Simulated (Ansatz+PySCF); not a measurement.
The numbers below are computed, except where a source is named.
This PySCF input gave a total energy of -1622.16636 hartree.

```python
from pyscf import gto, dft

mol = gto.M(atom="""
Al 0.000000 0.000000 0.000000
Cl 2.078950 0.000000 0.000000
Cl -1.039470 1.800420 0.000000
Cl -1.039470 -1.800420 0.000000
""", basis='def2-svp', charge=0, spin=0)
mf = dft.UKS(mol, xc='pbe0')
mf.kernel()
print(mf.converged, mf.e_tot, mf.spin_square()[0])
```

Task: Write an input for Ansatz with the same method and basis set.

Result:

```yaml
crystal:
  periodic: [false, false, false]
  atoms:
    - { symbol: Al, position_ang: [0.0, 0.0, 0.0] }
    - { symbol: Cl, position_ang: [2.07895, 0.0, 0.0] }
    - { symbol: Cl, position_ang: [-1.03947, 1.80042, 0.0] }
    - { symbol: Cl, position_ang: [-1.03947, -1.80042, 0.0] }
basis:
  gaussian: { orbitals: def2-SVP }
magnetization:
  spin_polarized: true
hamiltonian:
  xc: pbe0
scf:
  omitted_lower_state_checks: [stability, starts, atomic_configurations, cluster_reference, orbital_swaps, given_window_search, neighbouring_geometries, increment]
```

Ansatz (development build ahead of 0.2.0) gave -1622.16636 hartree, 0.00 meV from the first.
